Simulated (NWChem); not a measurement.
Molecule: C₂H₆GaN; SMILES C=[CH][GaH][NH2]

```xyz
10

Ga    -0.4349    -0.4804    -0.0079
H     -1.7216    -1.3786    -0.1089
C     -0.3713     1.4793     0.0741
C      0.7686     2.1926    -0.0408
H     -1.3131     2.0441     0.2070
H      0.7855     3.2976    -0.0018
H      1.7528     1.7110    -0.1849
N      1.1658    -1.3619     0.0261
H      1.2533    -2.3778    -0.0281
H      2.0793    -0.9154     0.1227
```
Atoms are numbered in this order, from 1.

Level: PBE-D3(BJ)/def2-SVP (NWChem), optimised geometry, unscaled harmonic frequencies. 

### Question
List the harmonic frequencies with IR intensities, and the thermochemistry.

### Answer
```csv
frequency (cm⁻¹),IR intensity (km/mol)
33,1.1
123,0.9
261,143.3
279,31.7
336,21.7
460,5.7
532,10.4
545,17.4
570,49.0
686,59.8
718,86.5
941,27.6
968,6.2
1017,10.9
1223,2.3
1370,6.4
1470,26.5
1607,9.8
1932,185.2
3032,24.8
3063,8.3
3118,17.7
3505,18.8
3610,19.7
```

| Item | Value |
|---|---|
| zero-point energy | 44.9 kcal/mol |
| thermal correction to the enthalpy at 298.15 K (with zero-point energy) | 49.8 kcal/mol |
| heat capacity Cv | 23.0 cal/(mol K) |
| entropy at 298.15 K and 1 atm (symmetry number 1) | 82.5 cal/(mol K) |
| dipole moment | 1.20 D |

Rigid rotor and harmonic oscillator; modes under 100 cm⁻¹ make the entropy uncertain.
